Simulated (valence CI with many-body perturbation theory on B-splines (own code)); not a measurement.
**E1 line list for Hf XL**

Level of theory: valence CI with perturbative core correlation (CI+MBPT): five valence electrons over a frozen Dirac-Fock core [Ar] 3d10, a basis of 9 s, 9 p, 8 d, 6 f, 3 g, 1 h functions for each j, with the one-electron correlation potential Σ1, the two-electron term Σ2, the three-electron term Σ3, Breit, model QED; selected CI, second order for the rest (own B-spline code, finite nucleus).

The last digits are not significant, and no measured levels were compared; by estimate large intervals hold to a few tenths of a per cent, small ones and those within an open d or f shell to about a per cent. Among the levels kept, up to 300 cm⁻¹ of a level comes from second order outside the variational space, and about a tenth of that is noise between levels of different J, which matters for small intervals.

Lines 101 to 150 of 212 in falling wavelength, among levels below 350.70 eV, chosen from the strongest by gf and those to the six lowest levels. Wavelengths and rates use the calculated energies. Electric multipoles are in the length gauge, E1 and E2 with the static RPA response of the core. Weak lines are less certain than strong ones. Lines between different terms over intervals too small for the method are left out, as are lines whose strength nearly cancels. Where a level lies close to another of its J and parity, the split of strength between their lines is uncertain. The highest levels of a list are the least certain.

Levels are named by their leading jj configuration (3d3/2^4 stands for four electrons in 3d with j = 3/2), which in mixed levels can hold well under half, so a name can repeat and another be missing. Letters in brackets count levels of one name in rising energy.

```csv
λ vac (nm),Upper,Lower,A (s⁻¹),S (a.u.)
8.470,(4s^2 4p1/2 4p3/2 4d3/2) J=3/2 [a],(4s^2 4p1/2 4p3/2^2) J=3/2,2.49e+09,2.99e-03
8.459,(4s^2 4p1/2^2 4d3/2) J=3/2,(4s^2 4p1/2^2 4p3/2) J=3/2,7.92e+09,9.46e-03
8.447,(4s^2 4p1/2 4p3/2 4d3/2) J=1/2 [a],(4s^2 4p1/2 4p3/2^2) J=3/2,2.74e+09,1.63e-03
8.366,(4s 4p1/2^2 4p3/2 4d3/2) J=1/2 [b],(4s 4p1/2^2 4p3/2^2) J=3/2,5.75e+09,3.32e-03
8.273,(4s 4p1/2^2 4p3/2 4d3/2) J=5/2 [a],(4s 4p1/2^2 4p3/2^2) J=5/2,3.63e+09,6.09e-03
8.253,(4s^2 4p1/2 4p3/2 4d5/2) J=3/2 [a],(4s^2 4p1/2 4p3/2^2) J=1/2,4.54e+08,5.04e-04
8.244,(4s 4p1/2^2 4p3/2 4d3/2) J=1/2 [b],(4s 4p1/2^2 4p3/2^2) J=1/2,1.26e+10,6.95e-03
8.226,(4s 4p1/2^2 4p3/2 4d3/2) J=3/2 [a],(4s 4p1/2^2 4p3/2^2) J=5/2,1.16e+10,1.27e-02
8.110,(4s 4p1/2^2 4p3/2 4d3/2) J=7/2,(4s 4p1/2^2 4p3/2^2) J=5/2,7.87e+07,1.66e-04
8.101,(4s^2 4p3/2^2 4d3/2) J=5/2,(4s^2 4p3/2^3) J=3/2,1.41e+09,2.22e-03
8.021,(4s^2 4p1/2 4p3/2 4d3/2) J=3/2 [b],(4s^2 4p1/2 4p3/2^2) J=1/2,1.39e+07,1.41e-05
8.007,(4s 4p1/2^2 4p3/2 4d5/2) J=3/2,(4s 4p1/2^2 4p3/2^2) J=3/2,3.97e+09,4.03e-03
7.989,(4s^2 4p1/2 4p3/2 4d3/2) J=1/2 [b],(4s^2 4p1/2 4p3/2^2) J=1/2,4.79e+08,2.41e-04
7.906,(4s^2 4p1/2 4p3/2 4d5/2) J=3/2 [a],(4s^2 4p1/2 4p3/2^2) J=5/2,3.26e+08,3.18e-04
7.824,(4s^2 4p1/2 4p3/2 4d5/2) J=7/2 [a],(4s^2 4p1/2 4p3/2^2) J=5/2,6.50e+08,1.23e-03
7.751,(4s^2 4p1/2 4p3/2 4d3/2) J=5/2 [b],(4s^2 4p1/2 4p3/2^2) J=5/2,2.49e+08,3.44e-04
7.704,(4s^2 4p1/2^2 4f7/2) J=7/2,(4s^2 4p1/2^2 4d5/2) J=5/2,1.02e+10,1.83e-02
7.694,(4s^2 4p1/2 4p3/2 4d3/2) J=3/2 [b],(4s^2 4p1/2 4p3/2^2) J=5/2,1.76e+08,1.58e-04
7.680,(4s^2 4p1/2 4p3/2 4d5/2) J=5/2 [a],(4s^2 4p1/2 4p3/2^2) J=5/2,1.03e+10,1.38e-02
7.664,(4s 4p1/2^2 4p3/2 4d3/2) J=5/2 [b],(4s 4p1/2^2 4p3/2^2) J=5/2,1.07e+10,1.43e-02
7.658,(4s 4p1/2^2 4p3/2 4d5/2) J=5/2,(4s^2 4p1/2^2 4d5/2) J=5/2,8.52e+09,1.13e-02
7.655,(4s 4p1/2^2 4p3/2 4d3/2) J=3/2 [b],(4s 4p1/2^2 4p3/2^2) J=5/2,1.05e+10,9.32e-03
7.651,(4s^2 4p1/2 4p3/2 4d5/2) J=3/2 [a],(4s^2 4p1/2 4p3/2^2) J=3/2,1.03e+09,9.13e-04
7.606,(4s^2 4p3/2^2 4d3/2) J=3/2 [b],(4s^2 4p3/2^3) J=3/2,3.74e+09,3.25e-03
7.593,(4s 4p1/2^2 4p3/2^2) J=5/2,(4s^2 4p1/2^2 4p3/2) J=3/2,9.30e+09,1.21e-02
7.549,(4s 4p1/2^2 4p3/2 4d5/2) J=3/2,(4s^2 4p1/2^2 4d5/2) J=5/2,3.46e+09,2.94e-03
7.505,(4s^2 4p1/2 4p3/2 4d3/2) J=5/2 [b],(4s^2 4p1/2 4p3/2^2) J=3/2,1.61e+10,2.02e-02
7.451,(4s^2 4p1/2 4p3/2 4d3/2) J=3/2 [b],(4s^2 4p1/2 4p3/2^2) J=3/2,2.64e+08,2.16e-04
7.443,(4s 4p1/2^2 4p3/2 4d3/2) J=5/2 [a],(4s^2 4p1/2^2 4d3/2) J=3/2,2.50e+08,3.05e-04
7.439,(4s^2 4p1/2 4p3/2 4d5/2) J=5/2 [a],(4s^2 4p1/2 4p3/2^2) J=3/2,1.94e+08,2.37e-04
7.423,(4s^2 4p1/2 4p3/2 4d3/2) J=1/2 [b],(4s^2 4p1/2 4p3/2^2) J=3/2,5.65e+08,2.28e-04
7.405,(4s 4p1/2^2 4p3/2 4d3/2) J=3/2 [a],(4s^2 4p1/2^2 4d3/2) J=3/2,5.12e+09,4.10e-03
7.403,(4s 4p1/2^2 4p3/2 4d3/2) J=1/2 [a],(4s^2 4p1/2^2 4d3/2) J=3/2,8.04e+08,3.22e-04
7.356,(4s^2 4p1/2 4p3/2 4d5/2) J=3/2 [b],(4s^2 4p1/2 4p3/2^2) J=1/2,2.19e+10,1.72e-02
7.284,(4s 4p1/2^2 4p3/2 4d5/2) J=7/2,(4s^2 4p1/2^2 4d5/2) J=5/2,6.51e+09,9.93e-03
7.259,(4s^2 4p1/2 4p3/2 4d5/2) J=1/2,(4s^2 4p1/2 4p3/2^2) J=1/2,7.51e+10,2.83e-02
7.128,(4s^2 4p1/2^2 4f7/2) J=7/2,(4s 4p1/2^2 4p3/2^2) J=5/2,1.46e+11,2.09e-01
7.115,(4s^2 4p1/2 4p3/2 4d5/2) J=3/2 [c],(4s^2 4p1/2 4p3/2^2) J=1/2,1.30e+11,9.27e-02
7.089,(4s 4p1/2^2 4p3/2 4d5/2) J=5/2,(4s 4p1/2^2 4p3/2^2) J=5/2,1.79e+11,1.89e-01
7.079,(4s^2 4p1/2 4p3/2 4d5/2) J=3/2 [b],(4s^2 4p1/2 4p3/2^2) J=5/2,2.13e+10,1.49e-02
7.033,(4s^2 4p1/2^2 4d5/2) J=5/2,(4s^2 4p1/2^2 4p3/2) J=3/2,2.75e+11,2.83e-01
7.016,(4s^2 4p1/2 4p3/2 4d5/2) J=7/2 [b],(4s^2 4p1/2 4p3/2^2) J=5/2,4.02e+11,5.48e-01
7.009,(4s^2 4p1/2 4p3/2 4d5/2) J=5/2 [b],(4s^2 4p1/2 4p3/2^2) J=5/2,8.96e+08,9.14e-04
6.996,(4s 4p1/2^2 4p3/2 4d5/2) J=3/2,(4s 4p1/2^2 4p3/2^2) J=5/2,8.82e+10,5.96e-02
6.946,(4s 4p1/2^2 4p3/2 4d3/2) J=5/2 [b],(4s^2 4p1/2^2 4d3/2) J=3/2,1.33e+10,1.32e-02
6.939,(4s 4p1/2^2 4p3/2 4d3/2) J=3/2 [b],(4s^2 4p1/2^2 4d3/2) J=3/2,1.57e+11,1.03e-01
6.903,(4s^2 4p1/2^2 4f5/2) J=5/2,(4s 4p1/2^2 4p3/2^2) J=5/2,5.99e+09,5.84e-03
6.873,(4s^2 4p1/2 4p3/2 4d5/2) J=3/2 [b],(4s^2 4p1/2 4p3/2^2) J=3/2,2.84e+11,1.82e-01
6.859,(4s^2 4p3/2^2 4d5/2) J=3/2,(4s^2 4p3/2^3) J=3/2,6.32e+11,4.03e-01
6.856,(4s^2 4p1/2 4p3/2 4d5/2) J=3/2 [c],(4s^2 4p1/2 4p3/2^2) J=5/2,1.56e+11,9.95e-02
```
